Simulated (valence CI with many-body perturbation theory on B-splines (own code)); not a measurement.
**E1 transitions of Cd40+**

Calculated by valence CI with perturbative core correlation (CI+MBPT): six valence electrons over a frozen Dirac-Fock core [He], a basis of 9 s, 9 p, 8 d, 6 f, 3 g, 1 h functions for each j, with the one-electron correlation potential Σ1 (screened to all orders), the two-electron term Σ2, the three-electron term Σ3, Breit, model QED; selected single and double excitations, second order for the rest, scaled by the run's own slope (own B-spline code, finite nucleus).

No measured spectrum was set against this ion. As an estimate, large intervals hold to a few tenths of a per cent, small ones and those within an open d or f shell to about a per cent. Among the levels kept, up to 2200 cm⁻¹ of a level comes from second order outside the variational space, and about a tenth of that is noise between levels of different J, which matters for small intervals.

Lines 51 to 100 of 228 in falling wavelength, among levels below 3883.7 eV, chosen from the strongest by gf and those to the six lowest levels. Wavelengths and rates use the calculated energies. Electric multipoles are in the length gauge with retardation, E1 and E2 with the static RPA response of the core. Weak lines are less certain than strong ones. Lines between different terms over intervals too small for the method are left out, as are lines whose strength nearly cancels. The highest levels of a list are the least certain.

Levels are named by their leading jj configuration (3d3/2^4 stands for four electrons in 3d with j = 3/2), which in mixed levels can hold well under half, so a name can repeat and another be missing. Letters in brackets count levels of one name in rising energy.

| λ vac (nm) | Upper | Lower | A (s⁻¹) | S (a.u.) |
| --- | --- | --- | --- | --- |
| 10.21 | (2s^2 2p1/2^2 2p3/2 3p3/2) J=3 | (2s^2 2p1/2^2 2p3/2 3s) J=2 | 5.04e+10 | 1.85e-01 |
| 10.19 | (2s^2 2p1/2^2 2p3/2 3p3/2) J=1 | (2s^2 2p1/2^2 2p3/2 3s) J=2 | 1.01e+10 | 1.58e-02 |
| 10.19 | (2s^2 2p1/2 2p3/2^2 3p3/2) J=2 [a] | (2s^2 2p1/2 2p3/2^2 3s) J=2 [a] | 2.08e+10 | 5.43e-02 |
| 10.17 | (2s^2 2p1/2 2p3/2^2 3p3/2) J=4 | (2s^2 2p1/2 2p3/2^2 3s) J=3 | 4.79e+10 | 2.24e-01 |
| 10.12 | (2s^2 2p1/2 2p3/2^2 3p3/2) J=2 [c] | (2s^2 2p1/2^2 2p3/2 3d5/2) J=1 | 1.64e+10 | 4.20e-02 |
| 9.897 | (2s^2 2p1/2 2p3/2^2 3p3/2) J=1 [c] | (2s^2 2p1/2 2p3/2^2 3s) J=0 | 3.21e+10 | 4.60e-02 |
| 9.847 | (2s^2 2p1/2 2p3/2^2 3p3/2) J=1 [c] | (2s^2 2p1/2 2p3/2^2 3s) J=1 [b] | 9.00e+09 | 1.27e-02 |
| 9.781 | (2s^2 2p1/2 2p3/2^2 3d5/2) J=2 | (2s^2 2p1/2 2p3/2^2 3p1/2) J=1 [b] | 6.12e+09 | 1.41e-02 |
| 9.753 | (2s^2 2p1/2^2 2p3/2 3d3/2) J=2 | (2s^2 2p1/2^2 2p3/2 3p1/2) J=2 | 1.86e+10 | 4.26e-02 |
| 9.734 | (2s^2 2p1/2 2p3/2^2 3d3/2) J=1 [b] | (2s^2 2p1/2 2p3/2^2 3p1/2) J=2 [b] | 1.51e+10 | 2.06e-02 |
| 9.717 | (2s^2 2p1/2 2p3/2^2 3d3/2) J=2 [a] | (2s^2 2p1/2 2p3/2^2 3p1/2) J=2 [a] | 2.00e+10 | 4.53e-02 |
| 9.674 | (2s^2 2p1/2 2p3/2^2 3p3/2) J=1 [a] | (2s^2 2p1/2 2p3/2^2 3s) J=1 [a] | 2.37e+10 | 3.18e-02 |
| 9.619 | (2s^2 2p1/2^2 2p3/2 3d3/2) J=2 | (2s^2 2p1/2^2 2p3/2 3p1/2) J=1 | 2.10e+10 | 4.61e-02 |
| 9.545 | (2s^2 2p1/2 2p3/2^2 3p3/2) J=2 [c] | (2s^2 2p1/2 2p3/2^2 3s) J=1 [b] | 2.84e+10 | 6.10e-02 |
| 9.516 | (2s^2 2p1/2 2p3/2^2 3p3/2) J=1 [b] | (2s^2 2p1/2 2p3/2^2 3s) J=2 [b] | 2.43e+10 | 3.11e-02 |
| 9.480 | (2s^2 2p1/2 2p3/2^2 3d5/2) J=2 | (2s^2 2p1/2 2p3/2^2 3p1/2) J=2 [b] | 7.19e+09 | 1.51e-02 |
| 9.451 | (2s^2 2p1/2^2 2p3/2 3d3/2) J=3 | (2s^2 2p1/2^2 2p3/2 3p1/2) J=2 | 3.84e+10 | 1.12e-01 |
| 9.451 | (2s^2 2p1/2^2 2p3/2 3p3/2) J=2 | (2s^2 2p1/2^2 2p3/2 3s) J=1 | 3.77e+10 | 7.86e-02 |
| 9.399 | (2s^2 2p1/2 2p3/2^2 3d3/2) J=4 | (2s^2 2p1/2 2p3/2^2 3p1/2) J=3 | 4.28e+10 | 1.58e-01 |
| 9.360 | (2s^2 2p1/2 2p3/2^2 3d3/2) J=3 [a] | (2s^2 2p1/2 2p3/2^2 3p1/2) J=2 [a] | 3.49e+10 | 9.88e-02 |
| 9.328 | (2s^2 2p1/2 2p3/2^2 3d3/2) J=1 [a] | (2s^2 2p1/2 2p3/2^2 3p1/2) J=1 [a] | 3.59e+10 | 4.31e-02 |
| 9.274 | (2s^2 2p1/2 2p3/2^2 3d3/2) J=2 [c] | (2s^2 2p1/2 2p3/2^2 3p1/2) J=1 [b] | 2.35e+10 | 4.63e-02 |
| 9.274 | (2s^2 2p1/2^2 2p3/2 3d3/2) J=1 | (2s^2 2p1/2^2 2p3/2 3p1/2) J=2 | 9.30e+09 | 1.10e-02 |
| 9.237 | (2s^2 2p1/2 2p3/2^2 3d3/2) J=2 [a] | (2s^2 2p1/2 2p3/2^2 3p1/2) J=1 [a] | 2.02e+10 | 3.94e-02 |
| 9.208 | (2s^2 2p1/2 2p3/2^2 3d3/2) J=0 | (2s^2 2p1/2 2p3/2^2 3p1/2) J=1 [a] | 4.52e+10 | 1.74e-02 |
| 9.153 | (2s^2 2p1/2^2 2p3/2 3d3/2) J=1 | (2s^2 2p1/2^2 2p3/2 3p1/2) J=1 | 3.76e+10 | 4.26e-02 |
| 9.118 | (2s^2 2p1/2^2 2p3/2 3d3/2) J=0 | (2s^2 2p1/2^2 2p3/2 3p1/2) J=1 | 4.70e+10 | 1.76e-02 |
| 9.037 | (2s^2 2p1/2^2 2p3/2 3p3/2) J=2 | (2s^2 2p1/2^2 2p3/2 3s) J=2 | 3.17e+10 | 5.77e-02 |
| 9.024 | (2s^2 2p1/2 2p3/2^2 3d3/2) J=2 [b] | (2s^2 2p1/2 2p3/2^2 3p1/2) J=3 | 6.51e+09 | 1.18e-02 |
| 8.897 | (2s^2 2p1/2 2p3/2^2 3d3/2) J=3 [b] | (2s^2 2p1/2 2p3/2^2 3p1/2) J=3 | 1.94e+10 | 4.72e-02 |
| 8.848 | (2s^2 2p1/2 2p3/2^2 3p3/2) J=2 [b] | (2s^2 2p1/2 2p3/2^2 3s) J=2 [b] | 4.20e+10 | 7.18e-02 |
| 8.533 | (2s^2 2p1/2 2p3/2^2 3p3/2) J=2 [b] | (2s^2 2p1/2 2p3/2^2 3s) J=3 | 1.26e+10 | 1.93e-02 |
| 8.503 | (2s^2 2p1/2^2 2p3/2 3p3/2) J=0 | (2s^2 2p1/2^2 2p3/2 3s) J=1 | 9.54e+10 | 2.90e-02 |
| 8.435 | (2s^2 2p1/2 2p3/2^2 3p3/2) J=1 [b] | (2s^2 2p1/2 2p3/2^2 3s) J=1 [a] | 3.58e+10 | 3.19e-02 |
| 8.220 | (2s^2 2p1/2 2p3/2^2 3p3/2) J=2 [c] | (2s^2 2p1/2 2p3/2^2 3s) J=2 [b] | 1.77e+10 | 2.42e-02 |
| 8.048 | (2s^2 2p1/2 2p3/2^2 3p3/2) J=1 [b] | (2s^2 2p1/2 2p3/2^2 3s) J=2 [a] | 1.36e+10 | 1.05e-02 |
| 7.215 | (2s 2p1/2^2 2p3/2^2 3s) J=3 | (2s^2 2p1/2 2p3/2^2 3s) J=3 | 1.09e+10 | 1.42e-02 |
| 6.774 | (2s 2p1/2^2 2p3/2^2 3s) J=2 | (2s^2 2p1/2 2p3/2^2 3s) J=2 [b] | 1.66e+10 | 1.27e-02 |
| 6.511 | (2s 2p1/2^2 2p3/2^2 3s) J=3 | (2s^2 2p1/2 2p3/2^2 3s) J=2 [a] | 2.83e+10 | 2.70e-02 |
| 6.208 | (2s 2p1/2^2 2p3/2^2 3s) J=2 | (2s^2 2p1/2 2p3/2^2 3s) J=1 [a] | 1.39e+10 | 8.20e-03 |
| 5.974 | (2s 2p1/2^2 2p3/2^3) J=2 | (2s^2 2p1/2 2p3/2^3) J=2 | 1.54e+10 | 8.11e-03 |
| 5.560 | (2s 2p1/2^2 2p3/2^3) J=2 | (2s^2 2p1/2 2p3/2^3) J=1 | 2.29e+10 | 9.71e-03 |
| 5.319 | (2s 2p1/2 2p3/2^4) J=1 | (2s^2 2p3/2^4) J=0 | 2.74e+10 | 6.11e-03 |
| 4.932 | (2s 2p1/2^2 2p3/2^3) J=1 | (2s^2 2p1/2 2p3/2^3) J=2 | 3.45e+10 | 6.13e-03 |
| 4.775 | (2p1/2^2 2p3/2^4) J=0 | (2s 2p1/2 2p3/2^4) J=1 | 2.59e+11 | 1.39e-02 |
| 4.647 | (2s 2p1/2^2 2p3/2^3) J=1 | (2s^2 2p1/2 2p3/2^3) J=1 | 2.06e+10 | 3.07e-03 |
| 3.309 | (2s 2p1/2^2 2p3/2^2 3s) J=3 | (2s^2 2p1/2^2 2p3/2 3s) J=2 | 9.70e+10 | 1.21e-02 |
| 3.170 | (2s 2p1/2^2 2p3/2^2 3s) J=2 | (2s^2 2p1/2^2 2p3/2 3s) J=2 | 5.28e+10 | 4.15e-03 |
| 2.957 | (2s 2p1/2^2 2p3/2^3) J=2 | (2s^2 2p1/2^2 2p3/2^2) J=2 | 3.48e+11 | 2.22e-02 |
| 2.909 | (2s 2p1/2 2p3/2^4) J=0 | (2s^2 2p1/2 2p3/2^3) J=1 | 6.78e+11 | 8.24e-03 |
